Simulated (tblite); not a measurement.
C6H7ClGe.
SMILES with atom numbers: `[Cl:1][c:2]1[cH:3][cH:4][c:5]([GeH3:6])[cH:7][cH:8]1` (hydrogens: H9 on C3; H10 on C4; H11, H12, H13 on Ge6; H14 on C7; H15 on C8)

Computed with GFN2-xTB (tblite), gas phase: L-BFGS steps from a force-field or distance-geometry start until the largest atomic force falls under 0.01 eV/Å.

Step 5: E = -622.2517 eV
```
atom  x, y, z in Å  |  force x, y, z in eV/Å
Cl1    -3.8329   -0.5643    0.1553   -0.117   0.003   0.013
C2     -2.1292   -0.3061    0.0795    0.078  -0.013  -0.026
C3     -1.6070    0.9284    0.4334   -0.108   0.018   0.033
C4     -0.2392    1.1187    0.3712   -0.081   0.003  -0.007
C5      0.6078    0.0975   -0.0420   -0.001  -0.015   0.023
Ge6     2.5381    0.3559   -0.1034   -0.197  -0.003   0.054
C7      0.0574   -1.1276   -0.3905   -0.064  -0.039  -0.024
C8     -1.3067   -1.3416   -0.3359   -0.101  -0.016   0.011
H9     -2.2803    1.7131    0.7579    0.160  -0.050  -0.041
H10     0.1787    2.0763    0.6488    0.015   0.027   0.010
H11     3.2043   -0.9715   -0.2523    0.052   0.066  -0.086
H12     2.8808    1.2807   -1.2257    0.138  -0.045   0.053
H13     2.9532    0.9588    1.1927    0.144   0.104   0.007
H14     0.7213   -1.9187   -0.7090   -0.044  -0.088  -0.019
H15    -1.7507   -2.2917   -0.6020    0.127   0.047  -0.001
```

Step 6: E = -622.2569 eV
```
atom  x, y, z in Å  |  force x, y, z in eV/Å
Cl1    -3.8339   -0.5634    0.1557   -0.125  -0.003   0.013
C2     -2.1306   -0.3070    0.0793    0.079   0.013  -0.016
C3     -1.6073    0.9277    0.4335   -0.136   0.015   0.028
C4     -0.2398    1.1164    0.3704   -0.107   0.038   0.013
C5      0.6071    0.0961   -0.0415   -0.065  -0.001   0.023
Ge6     2.5296    0.3562   -0.1021   -0.014   0.014   0.134
C7      0.0553   -1.1266   -0.3908   -0.054  -0.078  -0.024
C8     -1.3073   -1.3420   -0.3361   -0.153  -0.015   0.011
H9     -2.2771    1.7168    0.7583    0.163  -0.092  -0.054
H10     0.1770    2.0734    0.6480    0.032   0.056   0.019
H11     3.2054   -0.9643   -0.2569    0.044   0.035  -0.073
H12     2.8874    1.2751   -1.2192    0.121   0.006  -0.005
H13     2.9607    0.9637    1.1914    0.098   0.067  -0.039
H14     0.7149   -1.9194   -0.7082    0.011  -0.121  -0.038
H15    -1.7459   -2.2946   -0.6036    0.105   0.067   0.007
```

Step 7: E = -622.2615 eV
```
atom  x, y, z in Å  |  force x, y, z in eV/Å
Cl1    -3.8369   -0.5625    0.1563   -0.099  -0.003   0.011
C2     -2.1319   -0.3075    0.0789   -0.004   0.006  -0.005
C3     -1.6090    0.9267    0.4338   -0.089   0.009   0.010
C4     -0.2420    1.1148    0.3698   -0.090   0.057   0.029
C5      0.6044    0.0945   -0.0406   -0.092   0.004   0.019
Ge6     2.5213    0.3568   -0.0984    0.144   0.032   0.148
C7      0.0526   -1.1270   -0.3915   -0.053  -0.096  -0.014
C8     -1.3098   -1.3426   -0.3361   -0.103   0.009   0.007
H9     -2.2715    1.7194    0.7581    0.096  -0.074  -0.040
H10     0.1758    2.0714    0.6475    0.029   0.057   0.020
H11     3.2073   -0.9565   -0.2629    0.033   0.006  -0.052
H12     2.8962    1.2696   -1.2128    0.092   0.039  -0.037
H13     2.9699    0.9700    1.1892    0.057   0.038  -0.056
H14     0.7086   -1.9223   -0.7081    0.039  -0.120  -0.043
H15    -1.7395   -2.2967   -0.6051    0.041   0.036   0.002
```

Step 8: E = -622.2648 eV
```
atom  x, y, z in Å  |  force x, y, z in eV/Å
Cl1    -3.8409   -0.5618    0.1570   -0.063  -0.001   0.008
C2     -2.1337   -0.3079    0.0786   -0.083   0.013   0.010
C3     -1.6112    0.9259    0.4340   -0.027  -0.024  -0.017
C4     -0.2451    1.1146    0.3699   -0.035   0.038   0.027
C5      0.6005    0.0932   -0.0396   -0.060  -0.010   0.009
Ge6     2.5174    0.3579   -0.0932    0.190   0.036   0.091
C7      0.0496   -1.1288   -0.3923   -0.007  -0.059   0.005
C8     -1.3127   -1.3426   -0.3360   -0.046   0.003  -0.006
H9     -2.2661    1.7205    0.7574   -0.006  -0.013  -0.008
H10     0.1753    2.0708    0.6475    0.011   0.040   0.016
H11     3.2094   -0.9505   -0.2684    0.025  -0.014  -0.030
H12     2.9047    1.2660   -1.2084    0.062   0.046  -0.036
H13     2.9781    0.9756    1.1868    0.038   0.029  -0.032
H14     0.7044   -1.9266   -0.7088    0.027  -0.083  -0.031
H15    -1.7341   -2.2980   -0.6063   -0.026  -0.003  -0.005
```

Task: Estimate the geometry and energy of step 9. (The exact step hangs on the optimiser's Hessian estimate; all steps are aligned on step 8, rigid shifts and turns removed.)

Result: E = -622.2666 eV, largest force 0.138 eV/Å
```
atom  x, y, z in Å  |  force x, y, z in eV/Å
Cl1    -3.8445   -0.5615    0.1575   -0.042   0.002   0.006
C2     -2.1362   -0.3079    0.0786   -0.094  -0.018   0.002
C3     -1.6130    0.9249    0.4338    0.010  -0.011  -0.020
C4     -0.2473    1.1152    0.3704    0.014  -0.006   0.011
C5      0.5975    0.0922   -0.0388    0.009  -0.005   0.008
Ge6     2.5184    0.3591   -0.0890    0.135   0.026   0.013
C7      0.0480   -1.1309   -0.3926    0.000  -0.025   0.016
C8     -1.3153   -1.3426   -0.3361    0.007   0.016  -0.007
H9     -2.2632    1.7208    0.7568   -0.067   0.025   0.010
H10     0.1753    2.0713    0.6478   -0.010   0.015   0.010
H11     3.2111   -0.9476   -0.2719    0.025  -0.023  -0.014
H12     2.9105    1.2650   -1.2068    0.042   0.038  -0.019
H13     2.9835    0.9793    1.1853    0.040   0.035   0.007
H14     0.7025   -1.9306   -0.7098    0.000  -0.037  -0.013
H15    -1.7317   -2.2986   -0.6071   -0.069  -0.031  -0.011
```

The energy changes by -0.0018 eV. The first-order estimate −F·Δx gives -0.0027 eV and the mean of the old and new forces, exact on a quadratic surface, -0.0018 eV. The step makes an angle of 54° with the force vector and moves no atom by more than 0.007 Å.

What follows is the cost of the whole relaxation. On one thread of an Arm Neoverse N1, no GPU, shared host with 64 logical CPUs at a one-minute load of 54, this took 0.43 s.
